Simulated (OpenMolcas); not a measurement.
d9 ions of charge +2 down a group with 6 sulfide ligands in octahedral coordination

- Program: OpenMolcas
- Method: CASSCF
- Spin-orbit coupling: RASSI with atomic mean-field integrals over the reference wave functions

The d shell is active. Anionic complexes are neutralised by point charges behind the ligands. Distances were set from a Shannon-type radius of the metal (high-spin where two are listed) plus a fixed donor radius (S 1.78 Å). Ligand basis ANO-RCC-VDZP, DKH2 Hamiltonian. States (labels of O, the rotations of Oh). Energies in cm-1 above the lowest state or level, χT in cm3 K/mol; 10Dq is the gap between the two states. Spin-only χT is S(S+1) / 2 for the spin of the ground state.

| Ion | Shell | R (Å) | Metal basis | Outer charge (e at Å behind ligand) | Ground state | First state of that spin | 10Dq | First gap with spin-orbit (degeneracies) | χT at 300 K | Spin-only χT |
| --- | --- | --- | --- | --- | --- | --- | --- | --- | --- | --- |
| Cu2+ | 3d9 | 2.51 | ANO-RCC-VTZP | 1.7 at 2.8 | 2E | 2T2 1737 | 1737 | 1314 (4, 2) | 1.013 | 0.375 |
| Ag2+ | 4d9 | 2.72 | ANO-RCC-VDZP | 1.7 at 2.6 | 2E | 2T2 3588 | 3588 | 2670 (4, 2) | 0.814 | 0.375 |

The rows also differ in their metal basis and outer charges, so part of each step comes from that.

|10Dq| changes by a factor of 3588 / 1737 = 2.07 from Cu2+ to Ag2+.

χT departs most from the spin-only value for Cu2+, by +0.638 cm3 K/mol.

An orbital doublet at a regular site is open to a Jahn-Teller distortion, which this geometry leaves out. The sulfide ions are held by bare point charges, a crude embedding. Ligand-to-metal charge-transfer states are missing. With oxide or sulfide held by bare charges the field of late divalent 3d ions can come out several times too small, and g and χT far too large (holds for Cu2+). With metal d orbitals alone and no dynamic correlation the field as a rule comes out too small, by tens of per cent, by up to half for chloride and softer ligands, and the orbital part of g and χT, which goes as 1/10Dq, too large (holds for Cu2+). The least metal-like active orbital is 84 % on the metal (Löwdin) and no ligand orbital is active, so the numbers are rough (holds for Ag2+). With metal d orbitals alone the field can be off either way by tens of per cent (holds for Ag2+). No measured value stands beside these numbers; the geometry is a model, was not optimised and need not be the one that this ion takes.
